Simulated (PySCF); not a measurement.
H₄N₂OSW, SMILES [O]=[W]([NH2])([NH2])=[S], multiplicity 1.

Geometry optimised at PBE-D3(BJ)/def2-SVP. The spin state was assumed, not searched. The structure was generated by enumeration; whether it is a known compound was not checked. The def2 effective core potentials stand for the cores of W; spin–orbit coupling is left out. The values are those of a single conformer.

All values below come from HF/def2-TZVP in PySCF.

Symmetry labels are those of the subgroup Cs that the program uses (full group Cs).

Task: List the valence orbital energies around the gap with their symmetry. (An estimate is asked for; the answer gives what the named calculation found.)

Result: 
| orbital | symmetry | energy (eV) |
|---|---|---|
| HOMO−7 | A' | -15.28 |
| HOMO−6 | A' | -14.64 |
| HOMO−5 | A" | -13.85 |
| HOMO−4 | A' | -13.29 |
| HOMO−3 | A" | -11.79 |
| HOMO−2 | A' | -11.72 |
| HOMO−1 | A' | -10.03 |
| HOMO | A" | -10.00 |
| LUMO | A" | 1.19 |
| LUMO+1 | A' | 1.83 |
| LUMO+2 | A' | 2.19 |
| LUMO+3 | A' | 2.73 |
